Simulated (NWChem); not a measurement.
Correlation energy of In (+1)

```xyz
1

In     0.0000     0.0000     0.0000
```
Charge +1, spin multiplicity 1.

Program: NWChem.

Basis set: def2-TZVP. Each correlation energy counts from its own Hartree-Fock reference.

Effective core potentials replace the inner electrons of In; spin-orbit coupling is left out. The correlated methods keep 4 core orbitals frozen. Coupled-cluster values serve here as a point of comparison, not as the truth.

For the correlation energy, MP2 gives -240.3 mHa and CCSD gives -235.9 mHa. What do CCSD(T), SCS-MP2, CR-CCSD(T) give?

CCSD(T): -241.5 mHa; SCS-MP2: -217.0 mHa; CR-CCSD(T): -240.8 mHa.
